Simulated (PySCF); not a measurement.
## Ionisation energy of Ca by level of theory

Ca [Ar] 4s2 (1S) → Ca⁺ [Ar] 4s1 (2S), as a difference of total energies. Computed with PySCF 2.14 in aug-cc-pVDZ-X2C (6s5p3d, 36 functions), with the spin-free X2C one-electron Hamiltonian (Gaussian nucleus). Correlated levels: valence: [Ar] frozen. The calculations carry no spin-orbit coupling.

**Question.** Order these methods by the ionisation energy they give, lowest first.
A. SCS-MP2 (valence)
B. CCSD (valence)
C. UHF
D. B3LYP

**Answer.** C (5.147 eV), A (5.720 eV), B (5.907 eV), D (6.201 eV).

Errors of the correlated levels include the incompleteness of this basis and the frozen core.

With two correlated electrons CCSD is exact in that space.

For comparison: 6.113 eV (measured; NIST Atomic Spectra Database, ionization energies).
